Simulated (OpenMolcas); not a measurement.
## d3 ions of charge +3 down a group with 6 fluoride ligands in octahedral coordination

```json
{
 "Program": "OpenMolcas 26.06",
 "Method": "SS-CASPT2, IPEA 0.25 Eh, imaginary shift 0.1 Eh",
 "Spin-orbit coupling": "RASSI with atomic mean-field integrals over the reference wave functions"
}
```

The d shell is active; CASPT2 correlates the ligand valence shells and the outer metal core. Anionic complexes are neutralised by point charges behind the ligands. Distances were set from a Shannon-type radius of the metal (high-spin where two are listed) plus a fixed donor radius (F 1.31 Å). Ligand basis ANO-RCC-VTZP, DKH2 Hamiltonian. States (labels of O, the rotations of Oh). Energies in cm-1 above the lowest state or level, χT in cm3 K/mol. Spin-only χT is S(S+1) / 2 for the spin of the ground state.

```
 Ion  Shell  R (Å)   Metal basis  Outer charge (e at Å behind ligand)  Ground state  First state of that spin  First gap with spin-orbit (degeneracies)  χT at 300 K  First state of another spin  Spin-only χT
Cr3+    3d3   1.93  ANO-RCC-VTZP                           0.5 at 2.4           4A2                 4T2 14490                              14350 (4, 4)        1.831                     2E 14950         1.875
Mo3+    4d3      2  ANO-RCC-VTZP                           0.5 at 2.4           4A2                 4T2 24290                              10740 (4, 4)        1.768                     2E 10820         1.875
```

χT departs most from the spin-only value for Mo3+, by -0.107 cm3 K/mol.

Roots that are degenerate in the reference are averaged as groups; the widest CASPT2 spread within a group is 600 cm-1 (the 3-fold group of multiplicity 2 near 29800 cm-1 above the lowest state of its run, Cr3+). Shifts and gaps below about the spread of the groups concerned are not significant. Over all roots computed the reference weight is 0.70 to 0.71 in Cr3+, 0.68 to 0.70 in Mo3+; a low but even weight reflects the number of correlated electrons. Ligand-to-metal charge-transfer states are missing. With no ligand orbital active B as a rule stays too high, so bands that hang on it stand too high and its fall with covalency is understated. With one d shell and no ligand orbital active, 10Dq can be off by a tenth or more. The least metal-like active orbital is 74 % on the metal (Löwdin) and no ligand orbital is active, so the numbers are rough (holds for Mo3+). No measured value stands beside these numbers; the geometry is a model, was not optimised and need not be the one that this ion takes.
